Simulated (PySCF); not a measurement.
PySCF input file for SiHFCl2, SMILES F[SiH](Cl)Cl, ωB97X-D3(BJ)/def2-SVP. Geometry: ωB97X-D3(BJ)/def2-SVP.

```python
import numpy as np
from pyscf import gto, scf, dft, df
from pyscf.hessian import thermo

mol = gto.M(
    atom='''
    Si    0.41564799   -0.38966002   -0.00000000
    F    -0.38783094   -1.78555671   -0.00000001
    Cl   -0.12319487    0.65257051   -1.66183404
    Cl   -0.12319487    0.65257050    1.66183404
    H     1.86003232   -0.66214656   -0.00000001
    ''',
    basis='def2-SVP',
    charge=0,
    spin=0,
    max_memory=1600,
    verbose=3,
)
mf = dft.RKS(mol, xc='wb97x-d3bj').density_fit(auxbasis='def2-universal-jkfit')
mf.grids.level = 3
mf.conv_tol = 1e-11
mf.max_cycle = 100
mf.kernel()

# [left out here: the lines that compute and print the analytic Hessian (its translational invariance restored by hand, since the grid's response is missing), thermochemistry and intensities]
```

Program output:

```
converged SCF energy = -1310.07583611556

WARN: DFTD3 does not support analytical Hessian, using finite difference


WARN: Mole.unit (angstrom) is changed to Bohr

Mode                                 0                   1                   2
Irrep
Freq [cm^-1]                      181.8332            242.1558            303.1162
Reduced mass [au]                  23.4818             17.1684             19.3720
Force const [Dyne/A]                0.4574              0.5932              1.0487
Char temp [K]                     261.6175            348.4083            436.1168
Normal mode                   x     y     z       x     y     z       x     y     z
       0  Si                 0.01 -0.07 -0.00   -0.00  0.00 -0.05    0.11  0.01  0.00
       1   F                 0.01 -0.08  0.00   -0.00  0.00  0.18   -0.06  0.12  0.00
       2  Cl                -0.01  0.05  0.09    0.02  0.06 -0.03   -0.03 -0.03  0.04
       3  Cl                -0.01  0.05 -0.09   -0.02 -0.06 -0.03   -0.03 -0.03 -0.04
       4   H                 0.00 -0.10 -0.00   -0.00  0.00 -0.12    0.10 -0.05  0.00
Mode                                 3                   4                   5
Irrep
Freq [cm^-1]                      551.1903            635.0598            832.3626
Reduced mass [au]                  15.3563              9.1755              1.1422
Force const [Dyne/A]                2.7488              2.1803              0.4663
Char temp [K]                     793.0401            913.7096           1197.5844
Normal mode                   x     y     z       x     y     z       x     y     z
       0  Si                -0.09  0.08  0.00    0.00 -0.00  0.14    0.00 -0.00  0.06
       1   F                 0.03  0.03 -0.00    0.00 -0.00 -0.01   -0.00 -0.00 -0.02
       2  Cl                 0.03 -0.04  0.07   -0.02  0.04 -0.06    0.01 -0.00 -0.01
       3  Cl                 0.03 -0.04 -0.07    0.02 -0.04 -0.06   -0.01  0.00 -0.01
       4   H                -0.08  0.17  0.00    0.00 -0.00  0.28    0.00  0.00 -0.93
Mode                                 6                   7                   8
Irrep
Freq [cm^-1]                      838.9497            945.8361           2370.5394
Reduced mass [au]                   1.1602              9.8540              1.0425
Force const [Dyne/A]                0.4811              5.1939              3.4517
Char temp [K]                    1207.0619           1360.8476           3410.6783
Normal mode                   x     y     z       x     y     z       x     y     z
       0  Si                -0.02  0.01  0.00    0.05  0.12  0.00    0.03 -0.01  0.00
       1   F                 0.06  0.05 -0.00   -0.07 -0.14 -0.00    0.00 -0.00 -0.00
       2  Cl                -0.00 -0.00 -0.00    0.00 -0.01  0.00    0.00 -0.00 -0.00
       3  Cl                -0.00 -0.00  0.00    0.00 -0.01 -0.00    0.00 -0.00  0.00
       4   H                -0.19 -0.90 -0.00   -0.01 -0.24  0.00   -0.96  0.18  0.00
temperature 298.1500 [K]
pressure 101325.00 [Pa]
Rotational constants [GHz] 4.69319 2.42984 1.73489
Symmetry number 1
Zero-point energy (ZPE) 0.01572 [Eh]   41277.404 [J/mol]
                           tot       elec      trans        rot        vib
Entropy [J/mol/K]       311.005      0.000    168.349    113.753     28.903
Cv [J/mol/K]             62.743      0.000     12.472     12.472     37.799
Cp [J/mol/K]             71.057      0.000     20.786     12.472     37.799
Internal energy [J/mol]                      3718.434   3718.434  46573.330
Internal energy [Eh]   -1310.05526  -1310.07584
Enthalpy [J/mol]                             6197.391   3718.434  46573.330
Enthalpy [Eh]          -1310.05432
Gibbs free energy [J/mol]                  -43995.764 -30197.123  37956.002
Gibbs free energy [Eh] -1310.08964
mode   freq/cm-1   IR/(km/mol)
   1      181.83         2.690
   2      242.16         9.144
   3      303.12        23.700
   4      551.19        57.913
   5      635.06       148.761
   6      832.36       225.945
   7      838.95        43.673
   8      945.84       200.710
   9     2370.54        80.402
max |gradient| / (hartree/bohr): 0.0002038801996500798
APT charges: [ 1.9882 -0.6534 -0.5321 -0.5321 -0.2707]
```

The calculation finished and met its thresholds.
